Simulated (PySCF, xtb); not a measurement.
tert-butylarsine (C4H11As), SMILES CC(C)(C)[AsH2].

Harmonic wavenumbers (cm⁻¹) from GFN2-xTB run with xtb at its own minimum, in rising order: 139, 218, 229, 238, 264, 265, 285, 383, 384, 532, 724, 731, 859, 960, 966, 967, 1014, 1031, 1031, 1190, 1231, 1233, 1403, 1404, 1424, 1484, 1485, 1489, 1502, 1502, 1503, 1908, 1917, 2974, 2979, 2981, 2982, 2986, 2989, 2996, 2997, 2999.

What does PBE-D3(BJ)/def2-SVP run with PySCF give at its own minimum? (An estimate is asked for; the answer gives what the named calculation found.)

150, 225, 238, 245, 275, 283, 287, 371, 373, 518, 707, 720, 813, 922, 922, 924, 955, 1001, 1002, 1146, 1198, 1204, 1331, 1331, 1356, 1397, 1403, 1405, 1422, 1425, 1434, 2104, 2122, 2942, 2949, 2952, 3030, 3032, 3034, 3053, 3054, 3063. Paired by order, the mean absolute difference is 48 cm⁻¹ and the zero-point energies are 84.0 and 83.4 kcal/mol.
